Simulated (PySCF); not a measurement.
The second ionisation energy along group 15

Calculated with PySCF 2.14 from differences of total energies of unrestricted determinants, without spin-orbit coupling. Values in eV. The last column holds reference values (NIST; (s) semi-empirical, (t) theoretical, else measured). Unmarked ones compare directly (S terms, centres of terms, or small fine structure); those marked * lie between the lowest fine-structure levels and include a spin-orbit shift.

```
                           element                         configurations     UHF     PBE  r2SCAN  MP2 (valence)  CCSD (valence)  CCSD(T) (valence)     reference
 N (aug-cc-pVDZ-DK, spin-free X2C)            [He] 2s2 2p2 → [He] 2s2 2p1  29.217  29.955  30.164         29.455          29.289             29.297  29.601 (s) *
 P (aug-cc-pVDZ-DK, spin-free X2C)            [Ne] 3s2 3p2 → [Ne] 3s2 3p1  19.160  19.788  19.935         19.478          19.509             19.521  19.769 (s) *
As (aug-cc-pVDZ-DK, spin-free X2C)  [Ar] 3d10 4s2 4p2 → [Ar] 3d10 4s2 4p1  17.978  18.531  18.742         18.240          18.269             18.277      18.589 *
```

"Valence" correlates the outer s and p shells and, in groups 3 to 12 and the f block, the outer d or f shell, open or full, or the next shell where the ion has no valence electron left; the wider scheme adds the next inner shell.
